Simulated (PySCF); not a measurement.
Phenyl formate, C₇H₆O₂.
SMILES: `O=COc1ccccc1`

The calculation used PySCF, TDDFT wB97X-D/def2-SVPD, vertical, gas phase, core orbitals frozen in the response. One conformer (not necessarily the lowest) at the PBE0-D3(BJ)/def2-SVP geometry, without solvent, vibrations or thermal averaging. Torsions of this conformer, `[O:1]=[CH:2][O:3][c:4]1[cH:5][cH:6][cH:7][cH:8][cH:9]1`: O1–C2–O3–C4 -1°, C2–O3–C4–C5 4°.

```tsv
state	λ (nm)	E (eV)	f	|μ| (D)	main configurations (H = HOMO, L = LUMO)
S1	230.9	5.37	0.0024	0.34	H→L+1 (59%), H-1→L (34%)
S2	217.6	5.70	0.0015	0.26	H-2→L (68%), H-2→L+2 (27%)
S3	211.6	5.86	0.171	2.77	H→L (82%), H-1→L+1 (14%)
S4	185.1	6.70	0.360	3.76	H-1→L+1 (48%), H-1→L (15%), H→L+2 (14%)
S5	179.7	6.90	0.475	4.26	H-1→L (45%), H→L+1 (24%), H-1→L+1 (21%)
S6	166.6	7.44	0.028	1.00	H→L+3 (64%), H→L+2 (12%), H→L+4 (11%)
S7	166.0	7.47	0.184	2.55	H→L+2 (68%), H-1→L+1 (12%), H→L+3 (12%)
S8	163.0	7.61	0.0025	0.29	H-2→L+1 (68%), H-3→L+1 (14%), H-5→L+1 (8%)
S9	159.6	7.77	0.0042	0.38	H-1→L+3 (46%), H-1→L+4 (15%), H-3→L (11%)
S10	159.5	7.77	0.0003	0.10	H-3→L (25%), H-1→L+3 (21%), H-2→L+2 (18%)
```

Triplets (Tamm–Dancoff): T1 4.12 eV, H→L (53%), H-1→L+1 (31%), H→L+2 (10%); T2 4.72 eV, H→L+1 (81%), H-1→L (12%); T3 4.80 eV, H-1→L+1 (66%), H→L (28%); T4 5.20 eV, H-2→L (56%), H-2→L+2 (26%), H-1→L (9%).

The lowest singlet comes at 231 nm (518 kJ/mol) in the ultraviolet; it is very weak; its leading configuration is HOMO→LUMO+1 (59%). The strongest level in the table is S5 at 6.90 eV (180 nm, f = 0.475). S9/S10 lie within about 0.01 eV of each other. Löwdin shares by element: HOMO carbon 52% or more, oxygen 12% or more (atoms not listed hold the other 36%); LUMO carbon 44% or more, oxygen 15% or more (atoms not listed hold the other 40%). The oscillator strengths of these states sum to 1.230; summed over the whole spectrum of an exact calculation they would give the number of electrons, 64 (Thomas–Reiche–Kuhn). Orbital energies (eV): HOMO-3 -11.94, HOMO-2 -10.45, HOMO-1 -9.40, HOMO -8.96, LUMO 0.87, LUMO+1 1.21, LUMO+2 2.19. The listed states span 2.40 eV, and the widest gap between neighbours is 0.84 eV (S3 to S4). All these states lie below the vertical ionisation energy of 9.08 eV (ΔSCF). Singlets were solved by full linear response, triplets in the Tamm–Dancoff approximation.

Time: 2.6 min. Hardware: one thread of an Arm Neoverse V2, on a shared host.
